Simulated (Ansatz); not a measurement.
Calculation: r2SCAN-D4/def2-SVP run with Ansatz (a first-principles code). No frequencies were computed at this level.

Ansatz 0.2 input:
```yaml
crystal:
  periodic: [false, false, false]
  atoms:
    - { symbol: Ti, position_ang: [-0.090865, 0.107834, 0.034422] }
    - { symbol: O, position_ang: [-1.36331, 0.873811, -0.833695] }
    - { symbol: H, position_ang: [-1.856314, 1.103061, -1.624777] }
    - { symbol: O, position_ang: [0.851769, 1.251999, 0.905015] }
    - { symbol: H, position_ang: [1.110817, 2.1262, 1.20458] }
    - { symbol: O, position_ang: [0.892421, -0.836697, -1.014768] }
    - { symbol: H, position_ang: [1.727633, -1.088998, -1.414506] }
    - { symbol: H, position_ang: [-0.7567, -0.881905, 1.097518] }
basis:
  gaussian: { orbitals: def2-svp }
hamiltonian:
  xc: r2scan
  dispersion: d4
relax:
  max_steps: 150
```

Output:

```
Functional definition: r2SCAN
1041 factors; their error is unknown
mean field evaluation 1: about -29299.8782 eV, gradient 9.1e1 eV
mean field evaluation 2: about -29077.6743 eV, gradient 3.7e2 eV
mean field evaluation 4: about -29310.8096 eV, gradient 3.8e1 eV
mean field evaluation 8: about -29313.9593 eV, gradient 2.6e-1 eV
mean field evaluation 16: about -29313.9369 eV, gradient 2.4e-4 eV
mean field -29313.93689465 eV, -1077.2673111782 hartree, gradient 2.8e-5 eV, S^2 0.000000; 0 other end points of the search recorded, 0 dependent functions left out
reference -29313.93692523 eV, -1077.2673123023 hartree; 25, 25 occupied and 68, 68 virtual orbitals, 1041 factors
relax step   1: F+E_penalty+E_count = -29313.97226901 eV  Δ(F+E_penalty+E_count) = +0.000e0 eV  max|allowed force component| = 1.499e0 eV/Å  Δτ_max = 0.0000 Å  (31 SCF iters, accepted)
these checks for a lower state are left out or cut short: starts, cluster_reference, orbital_swaps, neighbouring_geometries, increment
1041 factors; their error is unknown
mean field -29314.14924329 eV, -1077.2751148469 hartree, gradient 2.7e-5 eV, S^2 0.000000; 0 other end points of the search recorded, 0 dependent functions left out
reference -29314.14927473 eV, -1077.2751160023 hartree; 25, 25 occupied and 68, 68 virtual orbitals, 1041 factors
relax step   2: F+E_penalty+E_count = -29314.18345210 eV  Δ(F+E_penalty+E_count) = -2.112e-1 eV  max|allowed force component| = 4.632e-1 eV/Å  Δτ_max = 0.0626 Å  (31 SCF iters, accepted)
these checks for a lower state are left out or cut short: starts, cluster_reference, orbital_swaps, neighbouring_geometries, increment
1041 factors; their error is unknown
mean field evaluation 32: about -29314.1662 eV, gradient 5.1e-4 eV
mean field -29314.16616519 eV, -1077.2757367152 hartree, gradient 1.9e-5 eV, S^2 0.000000; 0 other end points of the search recorded, 0 dependent functions left out
reference -29314.16619730 eV, -1077.2757378954 hartree; 25, 25 occupied and 68, 68 virtual orbitals, 1041 factors
relax step   3: F+E_penalty+E_count = -29314.20005372 eV  Δ(F+E_penalty+E_count) = -1.660e-2 eV  max|allowed force component| = 1.153e-1 eV/Å  Δτ_max = 0.0324 Å  (32 SCF iters, accepted)
these checks for a lower state are left out or cut short: starts, cluster_reference, orbital_swaps, neighbouring_geometries, increment
1041 factors; their error is unknown
mean field -29314.17021076 eV, -1077.2758853871 hartree, gradient 2.1e-5 eV, S^2 0.000000; 0 other end points of the search recorded, 0 dependent functions left out
reference -29314.17024305 eV, -1077.2758865738 hartree; 25, 25 occupied and 68, 68 virtual orbitals, 1041 factors
relax step   4: F+E_penalty+E_count = -29314.20411948 eV  Δ(F+E_penalty+E_count) = -4.066e-3 eV  max|allowed force component| = 1.667e-1 eV/Å  Δτ_max = 0.0178 Å  (32 SCF iters, accepted)
these checks for a lower state are left out or cut short: starts, cluster_reference, orbital_swaps, neighbouring_geometries, increment
1041 factors; their error is unknown
mean field -29314.19771828 eV, -1077.2768962699 hartree, gradient 2.1e-5 eV, S^2 0.000000; 0 other end points of the search recorded, 0 dependent functions left out
reference -29314.19775239 eV, -1077.2768975234 hartree; 25, 25 occupied and 68, 68 virtual orbitals, 1041 factors
relax step   5: F+E_penalty+E_count = -29314.23154974 eV  Δ(F+E_penalty+E_count) = -2.743e-2 eV  max|allowed force component| = 1.804e-1 eV/Å  Δτ_max = 0.0779 Å  (37 SCF iters, accepted)
these checks for a lower state are left out or cut short: starts, cluster_reference, orbital_swaps, neighbouring_geometries, increment
1041 factors; their error is unknown
mean field -29313.85229321 eV, -1077.2642021326 hartree, gradient 1.9e-5 eV, S^2 0.000000; 0 other end points of the search recorded, 0 dependent functions left out
reference -29313.85233215 eV, -1077.2642035639 hartree; 25, 25 occupied and 68, 68 virtual orbitals, 1041 factors
relax step   6: F+E_penalty+E_count = -29313.88566510 eV  Δ(F+E_penalty+E_count) = +3.459e-1 eV  max|allowed force component| = 2.637e0 eV/Å  Δτ_max = 0.1774 Å  (38 SCF iters, rejected (line search))
these checks for a lower state are left out or cut short: starts, cluster_reference, orbital_swaps, neighbouring_geometries, increment
1041 factors; their error is unknown
mean field evaluation 64: about -29314.2171 eV, gradient 2.0e-5 eV
mean field -29314.21705969 eV, -1077.2776070535 hartree, gradient 2.0e-5 eV, S^2 0.000000; 0 other end points of the search recorded, 0 dependent functions left out
reference -29314.21709654 eV, -1077.2776084080 hartree; 25, 25 occupied and 68, 68 virtual orbitals, 1041 factors
relax step   7: F+E_penalty+E_count = -29314.25082745 eV  Δ(F+E_penalty+E_count) = -1.928e-2 eV  max|allowed force component| = 4.450e-2 eV/Å  Δτ_max = 0.0886 Å  (38 SCF iters, accepted)
these checks for a lower state are left out or cut short: starts, cluster_reference, orbital_swaps, neighbouring_geometries, increment
1041 factors; their error is unknown
mean field -29314.21794601 eV, -1077.2776396253 hartree, gradient 2.1e-5 eV, S^2 0.000000; 0 other end points of the search recorded, 0 dependent functions left out
reference -29314.21798319 eV, -1077.2776409916 hartree; 25, 25 occupied and 68, 68 virtual orbitals, 1041 factors
relax step   8: F+E_penalty+E_count = -29314.25170267 eV  Δ(F+E_penalty+E_count) = -8.752e-4 eV  max|allowed force component| = 2.528e-2 eV/Å  Δτ_max = 0.0172 Å  (31 SCF iters, accepted)
these checks for a lower state are left out or cut short: starts, cluster_reference, orbital_swaps, neighbouring_geometries, increment
1041 factors; their error is unknown
mean field -29314.21808325 eV, -1077.2776446689 hartree, gradient 2.0e-5 eV, S^2 0.000000; 0 other end points of the search recorded, 0 dependent functions left out
reference -29314.21812047 eV, -1077.2776460364 hartree; 25, 25 occupied and 68, 68 virtual orbitals, 1041 factors
relax step   9: F+E_penalty+E_count = -29314.25184445 eV  Δ(F+E_penalty+E_count) = -1.418e-4 eV  max|allowed force component| = 5.280e-3 eV/Å  Δτ_max = 0.0035 Å  (33 SCF iters, accepted)
1041 factors; their error is unknown
mean field evaluation 96: about -29314.2181 eV, gradient 1.5e-3 eV
mean field -29314.21808325 eV, -1077.2776446689 hartree, gradient 2.0e-5 eV, S^2 0.000000; 1 other end points of the search recorded, 0 dependent functions left out
reference -29314.21812047 eV, -1077.2776460364 hartree; 25, 25 occupied and 68, 68 virtual orbitals, 1041 factors
Total energy: -29314.25188166 eV, -1077.2788867375 hartree
Atom 0 at    -0.044037     0.171124    -0.033644 Å, force    -0.000396    -0.001965     0.001882 eV/Å
Atom 1 at    -1.406792     1.035460    -0.782963 Å, force    -0.005280     0.002270    -0.003049 eV/Å
Atom 2 at    -1.869087     0.979643    -1.627590 Å, force     0.000604     0.000251     0.000753 eV/Å
Atom 3 at     1.022334     1.224532     0.924965 Å, force     0.002957     0.003913     0.003495 eV/Å
Atom 4 at     0.976760     2.133604     1.243946 Å, force     0.000065    -0.001269    -0.000593 eV/Å
Atom 5 at     0.833462    -0.885226    -1.165000 Å, force     0.003375    -0.003473    -0.002600 eV/Å
Atom 6 at     1.758927    -1.119824    -1.301801 Å, force    -0.001211     0.000478    -0.000017 eV/Å
Atom 7 at    -0.756115    -0.884008     1.095876 Å, force    -0.000115    -0.000205     0.000130 eV/Å
Dipole moment:     0.243278     0.360448    -0.385893 e Å
```

Cost: about 50 core-seconds (a rough figure).
